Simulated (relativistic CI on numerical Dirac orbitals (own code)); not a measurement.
# Yb40+: computed level list

These numbers are calculated, not measured: Dirac-Coulomb-Breit CI, KLI orbitals optimised for each configuration, model QED (radiative potential, 1s self-energy scaled to tabulated hydrogen-like ionisation energies), unscaled Slater integrals (own radial code, finite nucleus).

CI space (outside the closed core [Ar]): 3d10 4s2, 3d10 4s 4p, 3d10 4p2, 3d10 4s 4d, 3d10 4d2, 3d10 4s 4f, 3d10 4p 4d, 3d10 4f2, 3d10 4p 4f, 3d10 4d 4f, 3d10 4s 5s, 3d10 4s 5p, 3d10 4s 5d, 3d10 4s 5f, 3d10 4s 5g, 3d10 4s 6s, 3d10 4s 6p, 3d10 4s 6d, 3d10 4s 6f, 3d10 4s 7s, 3d9 4s2 4p, 3d9 4s2 4d, 3d9 4s2 4f, 3d9 4s2 5s, 3d9 4s2 5p, 3d9 4s2 5d. Double excitations out of closed p, d and f shells are left out; levels of such configurations are missing from the list, as are those of other unlisted configurations, and high levels can miss mixing partners. These lack a partner that the ground configuration has and come out too high: 3d9 4s2 4p, 3d9 4s2 4d, 3d9 4s2 4f, 3d9 4s2 5s, 3d9 4s2 5p.

```
No.  Configuration  Term  J   E (eV)    %  Landé g  Lifetime (s)  jj configuration (%)
  1       3d10 4s2    1S  0    0.000   99                                  closed (99)
  2     3d10 4s 4p   3P°  0   77.292  100                               4s 4p1/2 (100)
  3     3d10 4s 4p   3P°  1   83.598   78    1.385      7.39e-11         4s 4p1/2 (98)
  4     3d10 4s 4p   3P°  2  151.599  100    1.496      5.61e-07        4s 4p3/2 (100)
  5     3d10 4s 4p   1P°  1  168.199   78    1.106      2.24e-12         4s 4p3/2 (98)
  6       3d10 4p2    3P  0  178.171   71               9.26e-12          4p1/2^2 (99)
  7       3d10 4p2    3P  1  246.622  100    1.497      2.77e-12     4p1/2 4p3/2 (100)
  8       3d10 4p2    1D  2  247.745   62    1.160      4.95e-12      4p1/2 4p3/2 (95)
  9     3d10 4s 4d    3D  1  296.832  100    0.495      1.46e-12        4s 4d3/2 (100)
 10     3d10 4s 4d    3D  2  299.412   77    1.150      1.39e-12         4s 4d3/2 (89)
 11     3d10 4s 4d    3D  3  312.399  100    1.330      3.18e-12        4s 4d5/2 (100)
 12       3d10 4p2    3P  2  313.362   36    1.210      3.66e-12         4s 4d5/2 (55)
 13       3d10 4p2    1S  0  332.355   71               1.71e-12          4p3/2^2 (99)
 14     3d10 4s 4d    1D  2  332.752   42    1.130      1.24e-12          4p3/2^2 (52)
 15     3d10 4p 4d   3F°  2  378.319   77    0.750      1.60e-11      4p1/2 4d3/2 (99)
 16     3d10 4p 4d   3D°  1  394.575   55    0.814      1.07e-12      4p1/2 4d3/2 (99)
 17     3d10 4p 4d   3F°  3  402.299   60    1.108      4.92e-12      4p1/2 4d5/2 (95)
 18     3d10 4p 4d   3P°  2  402.931   47    1.272      2.94e-12      4p1/2 4d5/2 (99)
 19     3d10 4s 4f   1F°  3  455.500   29    1.051      2.39e-12      4p3/2 4d3/2 (55)
 20     3d10 4p 4d   3D°  2  458.150   41    0.975      1.32e-12      4p3/2 4d3/2 (81)
 21     3d10 4p 4d   3F°  4  461.961   52    1.247      1.29e-09      4p3/2 4d5/2 (52)
 22     3d10 4p 4d   3P°  0  462.616  100               1.08e-12     4p3/2 4d3/2 (100)
 23     3d10 4p 4d   3P°  1  463.745   65    1.158      1.04e-12      4p3/2 4d3/2 (98)
 24     3d10 4s 4f   3F°  2  466.513   86    0.710      1.99e-12         4s 4f5/2 (86)
 25     3d10 4s 4f   3F°  3  468.520   78    1.071      2.99e-12         4s 4f7/2 (74)
 26     3d10 4p 4d   3D°  3  472.277   52    1.188      1.38e-12      4p3/2 4d5/2 (43)
 27     3d10 4s 4f   3F°  4  474.873   52    1.247      1.85e-12         4s 4f7/2 (52)
 28     3d10 4p 4d   3P°  2  475.102   50    1.272      1.76e-12      4p3/2 4d5/2 (95)
 29     3d10 4p 4d   1P°  1  489.345   71    1.016      1.53e-12      4p3/2 4d5/2 (96)
 30     3d10 4p 4d   1F°  3  494.418   50    1.062      1.04e-12      4p3/2 4d5/2 (53)
 31     3d10 4p 4f    3G  3  551.235   73    0.823      3.02e-12     4p1/2 4f5/2 (100)
 32     3d10 4p 4f    3F  2  555.876   50    0.857      3.33e-12      4p1/2 4f5/2 (96)
 33     3d10 4p 4f    3G  4  557.181   42    1.085      5.53e-12      4p1/2 4f7/2 (97)
 34     3d10 4p 4f    3D  3  557.594   49    1.186      3.61e-12      4p1/2 4f7/2 (99)
 35       3d10 4d2    3F  2  600.545   77    0.755      7.49e-13          4d3/2^2 (94)
 36       3d10 4d2    3P  0  608.161   77               7.77e-13          4d3/2^2 (96)
 37       3d10 4d2    3F  3  612.146   86    1.075      1.25e-12      4d3/2 4d5/2 (86)
 38       3d10 4d2    1G  4  613.276   58    1.031      1.66e-12      4d3/2 4d5/2 (67)
 39       3d10 4d2    1D  2  615.809   39    1.092      1.19e-12      4d3/2 4d5/2 (82)
 40       3d10 4d2    3P  1  619.548  100    1.497      1.03e-12     4d3/2 4d5/2 (100)
 41       3d10 4d2    3F  4  622.372   48    1.204      2.91e-12          4d5/2^2 (51)
 42     3d10 4p 4f    1F  3  626.295   46    0.970      1.51e-12      4p3/2 4f5/2 (75)
 43       3d10 4d2    3P  2  629.074   35    1.103      1.51e-12      4p3/2 4f5/2 (59)
 44     3d10 4p 4f    3G  5  629.861  100    1.197      2.11e-12     4p3/2 4f7/2 (100)
 45     3d10 4p 4f    3D  1  631.623  100    0.496      1.62e-12     4p3/2 4f5/2 (100)
```

Energies count from the lowest computed level; ° marks odd parity; lifetimes are radiative, by E1, M1, E2, M2, E3 decay to levels of this space only; some are left blank where a channel outside the calculation adds to the decay or the decay crosses a small, uncertain gap. Filled j subshells are mostly left out of the jj labels.

The mean weight of the leading LS term, summed over parents, in these 45 levels is 68 %, and that of the leading jj configuration (from the same eigenvectors) 86 %, so jj coupling describes them better and the LS labels are nominal.

At this charge energies of transitions that change n are usually good to better than 1 %, and those within a shell (Δn = 0) to a few per cent.

LS names give the leading component of a level, which can be under half, so a name can repeat, a term be missing and a line seem to break the LS rules.
